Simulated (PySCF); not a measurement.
**J couplings in PhCF2CH2CH3**

Molfile (atoms numbered from 1):
```
C9H10F2
     RDKit          3D

 21 21  0  0  0  0  0  0  0  0999 V2000
    3.3314    0.0375    0.1127 C   0  0  0  0  0  0  0  0  0  0  0  0
    1.8952   -0.0125   -0.3781 C   0  0  0  0  0  0  0  0  0  0  0  0
    0.8792    0.0713    0.7459 C   0  0  0  0  0  0  0  0  0  0  0  0
    1.0843    1.2276    1.4388 F   0  0  0  0  0  0  0  0  0  0  0  0
    1.1056   -0.9447    1.6261 F   0  0  0  0  0  0  0  0  0  0  0  0
   -0.5533    0.0199    0.2718 C   0  0  0  0  0  0  0  0  0  0  0  0
   -1.2248   -1.2012    0.1932 C   0  0  0  0  0  0  0  0  0  0  0  0
   -2.5289   -1.2494   -0.2949 C   0  0  0  0  0  0  0  0  0  0  0  0
   -3.1664   -0.0799   -0.7062 C   0  0  0  0  0  0  0  0  0  0  0  0
   -2.4976    1.1410   -0.6232 C   0  0  0  0  0  0  0  0  0  0  0  0
   -1.1942    1.1922   -0.1347 C   0  0  0  0  0  0  0  0  0  0  0  0
    3.5276    0.9746    0.6529 H   0  0  0  0  0  0  0  0  0  0  0  0
    4.0333   -0.0250   -0.7313 H   0  0  0  0  0  0  0  0  0  0  0  0
    3.5417   -0.7973    0.7964 H   0  0  0  0  0  0  0  0  0  0  0  0
    1.6810    0.8166   -1.0707 H   0  0  0  0  0  0  0  0  0  0  0  0
    1.6923   -0.9422   -0.9327 H   0  0  0  0  0  0  0  0  0  0  0  0
   -0.7243   -2.1117    0.5284 H   0  0  0  0  0  0  0  0  0  0  0  0
   -3.0523   -2.2068   -0.3494 H   0  0  0  0  0  0  0  0  0  0  0  0
   -4.1891   -0.1191   -1.0885 H   0  0  0  0  0  0  0  0  0  0  0  0
   -2.9961    2.0611   -0.9371 H   0  0  0  0  0  0  0  0  0  0  0  0
   -0.6710    2.1475   -0.0550 H   0  0  0  0  0  0  0  0  0  0  0  0
  1  2  1  0
  2  3  1  0
  3  4  1  0
  3  5  1  0
  3  6  1  0
  6  7  2  0
  7  8  1  0
  8  9  2  0
  9 10  1  0
 10 11  2  0
 11  6  1  0
  1 12  1  0
  1 13  1  0
  1 14  1  0
  2 15  1  0
  2 16  1  0
  7 17  1  0
  8 18  1  0
  9 19  1  0
 10 20  1  0
 11 21  1  0
M  END
```

Method: B3LYP/pcJ-1 (spin–dipole term only in couplings to heteroatoms)//PBE0-D3(BJ)/def2-SVP, PySCF 2.14; isolated molecule, single conformer, non-relativistic. Couplings are averaged over pairs made equivalent by symmetry, fast rotation or ring inversion, so a value needn't be that of the named pair in this geometry, while other rotamers aren't included; one pair stands for each set, and the list holds a selection of those of at least 0.8 Hz over up to four bonds, among pairs with at least one F or H atom (others weren't computed). One-bond C–F couplings come out tens of Hz too large with common functionals.

Isotopes: 13C, 19F, 1H.

```csv
pair,bonds,J (Hz)
"C1, H12",1,?
"C2, H15",1,133.5
"C3, F4",1,-297.6
"C7, H17",1,168.7
"C8, H18",1,?
"C9, H19",1,?
"C1, H15",2,-3.2
"C3, H15",2,-2.3
"F4, C6",2,26.1
"C7, H18",2,2.2
"C8, H17",2,?
"C8, H19",2,?
"H15, H16",2,?
"C1, F4",3,3.4
"C3, H12",3,4.8
"C3, H17",3,?
"F4, C7",3,6.1
"F4, H15",3,2.7
"C6, H15",3,0.8
"C6, H18",3,7.8
"C7, H21",3,6.6
"H18, H19",3,?
"C3, H18",4,0.8
"C6, H19",4,-1.5
"C7, H20",4,-1.4
"H17, H19",4,1.0
```

Q: Estimate the withheld couplings, with signs.

A: 
- 1J(C1,H12) = 134.7 Hz (bond length 1.099 Å, sp3 carbon)
- 1J(C8,H18) = 167.7 Hz (bond length 1.093 Å, sp2 carbon)
- 1J(C9,H19) = 167.5 Hz (bond length 1.093 Å, sp2 carbon)
- 2J(C8,H17) = 1.3 Hz (angle at C7 121°)
- 2J(C8,H19) = 1.8 Hz (angle at C9 120°)
- 2J(H15,H16) = -16.3 Hz (angle at C2 106°)
- 3J(C3,H17) = 3.8 Hz (dihedral angle 3°)
- 3J(H18,H19) = 8.3 Hz (dihedral angle 0°)
